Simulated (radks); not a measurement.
The mean radii <r> (bohr) of the occupied orbitals of an atom or ion are listed with their occupations. Method: scalar-relativistic Kohn-Sham, PBE, spin-polarised, spherical densities, finite nucleus; Fermi nuclear charge, rms radius of each element as measured or else 0.836 A^(1/3) + 0.57 fm; computed with a radial shooting solver on a logarithmic mesh with Libxc functionals.

| orbital | occ. | <r> |
|---|---|---|
| 1s up | 1 | 0.01744 |
| 1s down | 1 | 0.01744 |
| 2s up | 1 | 0.07362 |
| 2s down | 1 | 0.07362 |
| 2p up | 3 | 0.06624 |
| 2p down | 3 | 0.06624 |
| 3s up | 1 | 0.1905 |
| 3s down | 1 | 0.1905 |
| 3p up | 3 | 0.1913 |
| 3p down | 3 | 0.1913 |
| 3d up | 5 | 0.1733 |
| 3d down | 5 | 0.1733 |
| 4s up | 1 | 0.4234 |
| 4s down | 1 | 0.4233 |
| 4p up | 3 | 0.4505 |
| 4p down | 3 | 0.4504 |
| 4d up | 5 | 0.4784 |
| 4d down | 5 | 0.4779 |
| 5s up | 1 | 0.9721 |
| 4f up | 7 | 0.5341 |
| 4f down | 7 | 0.5311 |
| 5p up | 3 | 1.118 |
| 5p down | 3 | 1.116 |
| 5d up | 5 | 1.538 |
| 5d down | 2 | 1.556 |
| 6s up | 1 | 2.446 |

Name the element and its charge. Open shells, if any, are filled with parallel spins first.

Answer. Z = 77, iridium, charge +2: Ir2+ in [Kr] 4d10 4f14 5s1 5p6 5d7 6s1. The 1s radius gives Z: for a bare nucleus <r> = (2 gamma + 1)/(2Z) with gamma = sqrt(1 - (Z/c)^2), 0.01724 bohr for Z = 77, and screening makes it slightly larger (0.01744 here). The occupations add up to 75, and the charge is Z minus that.
